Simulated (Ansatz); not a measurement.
`C[SiH](N)Cl` → `CCl` + `N[SiH]`  (silylene formation by 1,1-elimination)

Computed with Ansatz on PBE0-D4/def2-TZVP structures; ΔE is electronic, products minus reactants. CCSD(T)/CBS is the MP2 limit (def2-TZVPP, def2-QZVPP) plus CCSD(T) − MP2 in def2-TZVPP, frozen cores. This one scheme is used for every species. DFT in def2-TZVPP. Each species was taken in one conformer, which may not be the lowest.

```
      species  PBE0 energy (Eh)
`C[SiH](N)Cl`        -845.93951
        `CCl`        -499.93613
     `N[SiH]`        -345.87301
```

Work out ΔE.

ΔE = (-499.93613) + (-345.87301) − (-845.93951) = 0.13037 Eh = +81.8 kcal/mol. CCSD(T)/CBS gives +82.6 kcal/mol.

What do rigid-rotor, harmonic-oscillator terms from PBE0-D4/def2-TZVP frequencies (298.15 K, 1 bar) make of the CCSD(T)/CBS value? (Estimate.)

Ansatz gave: ΔZPE = -1.5 kcal/mol, ΔH = +81.5 kcal/mol, ΔS = 148 J/(mol·K), ΔG = +70.9 kcal/mol.

Largest T1 diagnostic among the species: 0.015.

The D4 term adds +3.7 kcal/mol with B3LYP and +2.1 kcal/mol with PBE0; it sums over pairs of atoms, weighted by their polarisabilities, and B3LYP, whose exchange is more repulsive, gets the larger term. Leaving LDA and LC-ωPBE aside and taking each functional with its dispersion term where it has one, the values, not all of them listed here, spread over 12.5 kcal/mol, from BLYP-D4 to r2SCAN0-D4. LDA lies +8.5 kcal/mol from PBE without D4.

B3LYP here is the variant with VWN-RPA as its local correlation; programs differ in this.
